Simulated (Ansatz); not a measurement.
Consider the ligand exchange at a B–C bond: `BC(=C)C` + `CN[SiH2]Cl` → `BN(C)[SiH2]Cl` + propene.

Computed with Ansatz on PBE0-D4/def2-TZVP structures; ΔE is electronic, products minus reactants. CBS: MP2 limit from def2 TZ/QZ plus the TZ coupled-cluster correction, frozen cores. DFT in def2-TZVPP. Each species was taken in one conformer, which may not be the lowest.

**Question.** Is it downhill or uphill in electronic energy at CCSD(T)/CBS, and by how much? (An estimate is asked.)

**Answer.** Computed: Downhill: ΔE = -118.7 kJ/mol.

**Question.** What do these levels give: PBE-D4, revPBE-D4, r2SCANh-D4, r2SCAN0-D4, CCSD(T)/def2-SVP, MP2/def2-TZVPP? (Estimate.)

**Answer.** Computed: PBE-D4 -116.3, revPBE-D4 -114.5, r2SCANh-D4 -117.1, r2SCAN0-D4 -117.1, CCSD(T)/def2-SVP -132.0, MP2/def2-TZVPP -120.7 kJ/mol.

Largest T1 diagnostic among the species: 0.011.

In def2-TZVPP, CCSD(T) changes the Hartree–Fock value by −11.4 kJ/mol (the triples alone add −1.3 kJ/mol) and MP2 by −11.5 kJ/mol. Leaving LDA and LC-ωPBE aside and taking each functional with its dispersion term where it has one, the values, not all of them listed here, spread over 5.6 kJ/mol, from CAM-B3LYP-D4 to B97M-V. LDA lies −9.9 kJ/mol from PBE without D4.
